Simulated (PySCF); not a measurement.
Work out the structure from these simulated measurements.

Formula: C2H8BN.

* 13C NMR: chemical shifts (computed TMS as zero) by class: 5.9 (2 C) ppm [GIAO B3LYP/pcSseg-1]
* Valence photoelectron: vertical ionisation energy: 10.49 eV [ΔSCF B3LYP/def2-SVPD]
* Rotational structure: rotational constants A, B, C: 8.201, 7.368, 4.076 GHz [PBE0-D3(BJ)/def2-SVP]
* UV, strongest line: among the 10 lowest singlet transitions: S6 at 8.29 eV (150 nm, f = 0.174) [TDDFT B3LYP/def2-SVPD]
* XPS: B1s 195.3, C1s 289.8 (×2), N1s 404.9 eV [ΔSCF SCAN, pcX-2 on the ionised atom, pcseg-1 elsewhere, spin-free X2C]
* Triplet: lowest triplet excitation (Tamm–Dancoff): 6.57 eV [TDA B3LYP/def2-SVPD]
* UV, first state: lowest singlet excitation: 6.90 eV (180 nm, f = 0.022) [TDDFT B3LYP/def2-SVPD]
* 1H NMR: chemical shifts (computed TMS as zero) by class: 3.46 (2 H), 0.25 (6 H) ppm [GIAO B3LYP/pcSseg-1]
* NMR, other nuclei: isotropic shieldings of nuclei other than C and H, by class: 52 (1 B), 153 (1 N) ppm [GIAO B3LYP/pcSseg-1]

The electronic properties come from PySCF, for the isolated species, density fitting. Levels stand in brackets. Isolated species at its PBE0-D3(BJ)/def2-SVP geometry, gas phase. NMR classes are plain means over equivalent atoms (diastereotopic ones count apart unless rotation or inversion swaps them), as if these changed places fast.

Question: What is the compound? Reason from the data.

Answer: 2 carbons fall into 1 class: carbon bonded to B and 3 H (5.9 ppm, 2 C). Hydrogen classes from least to most shielded: 2 H on a nitrogen bonded to B and 2 H (3.46 ppm), 6 H on 2 like atoms (carbon bonded to B and 3 H) (0.25 ppm). The other shieldings belong to: 52 ppm, boron bonded to 2 C and N; 153 ppm, nitrogen bonded to B and 2 H. The core levels belong to: B1s 195.3 eV, boron bonded to 2 C and N; C1s 289.8 eV, carbon bonded to B and 3 H; N1s 404.9 eV, nitrogen bonded to B and 2 H. By its constants the optimised geometry is an asymmetric top. Structure: BMe2(NH2), `CB(C)N`. Computed isomers that give other values at the same levels: `CBNC` (C2H8BN) (rotational constant A: 32.991 GHz; this holds for the one conformer computed); `CCBN` (C2H8BN) (core binding energies: B1s 195.3, C1s 289.8, C1s 290.4, N1s 405.2 eV); `C=C[BH2-][NH3+]` (core binding energies: B1s 194.0, C1s 289.1, C1s 289.4, N1s 408.0 eV). The assignments are read from this structure; whether some other isomer fits the data as well wasn't checked.
